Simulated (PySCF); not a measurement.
Geometry:
```json
{"atom": "V1", "x (Å)": "-0.004", "y (Å)": "-0.006", "z (Å)": "-0.431"}
{"atom": "N2", "x (Å)": "0.005", "y (Å)": "0.018", "z (Å)": "1.151"}
{"atom": "H3", "x (Å)": "0.019", "y (Å)": "0.029", "z (Å)": "2.172"}
{"atom": "F4", "x (Å)": "1.618", "y (Å)": "-0.008", "z (Å)": "-0.972"}
{"atom": "F5", "x (Å)": "-0.825", "y (Å)": "1.391", "z (Å)": "-0.980"}
{"atom": "F6", "x (Å)": "-0.813", "y (Å)": "-1.424", "z (Å)": "-0.940"}
```

- geometry from PBE0-D3(BJ)/def2-SVP
- GIAO B3LYP/pcSseg-1 (pcSseg-2 on V) shieldings
- run in PySCF 2.14.0 with density-fitted response routines
- one averaged value for each set of equivalent atoms, one conformer, non-relativistic, no solvent model

Chemical shifts δ = σref − σ; ¹H (σref 31.38) vs TMS; ⁵¹V (σref -2098.95) vs VOCl3; ¹⁵N (σref 263.54) against NH3; CFCl3 for ¹⁹F (σref 171.94), all at this level.

```csv
atoms,nucleus,count,δ (ppm)
H3,¹H,1,?
V1,⁵¹V,1,-990
F4/F5/F6,¹⁹F,3,?
N2,¹⁵N,1,559.4
```

Fill in the missing shifts.

Answers


- H3: 6.34 ppm, hydrogen on a nitrogen bonded to V
- F4/F5/F6: 285.7 ppm, fluorine bonded to V

OH/NH shifts are gas-phase values; hydrogen bonding in solution moves them, usually downfield. Unscaled 19F shifts against computed CFCl3 carry errors that often reach 10 to 50 ppm. Experimental scales use liquid or dissolved standards, which lie at an offset from isolated NH3 (liquid NH3: subtract about 20 ppm). Unscaled 15N shifts of sp2 nitrogen come out 20 to 40 ppm too high even then.
